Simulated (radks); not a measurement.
Results of a calculation; reference values are marked as such.
Spherical quantum dot in the effective-mass picture: electrons in a parabolic well V = omega^2 r^2 / 2 with omega = 0.457, all in effective atomic units (hartree* = m*/eps^2 hartree, bohr* = eps/m* bohr), one dielectric constant everywhere. Level of theory: non-relativistic Kohn-Sham, PBE, spin-polarised, spherical densities (a radial shooting solver with Libxc functionals). Levels are named by radial order and angular momentum (1s, 1p, 1d, 2s, ...), and open shells are averaged over m. Results are scaled to m* = 0.11 and eps = 6.8, for which hartree* = 64.73 meV and bohr* = 3.271 nm. At N = 7 the configuration is 1s2 1p(up 3, down 2). Does electron 8 go into 1d up or 1p down or 1d down?

Answer. Into 1p down. The total energies of the other choices lie higher by 17.1 meV (1d up), 18.3 meV (1d down).
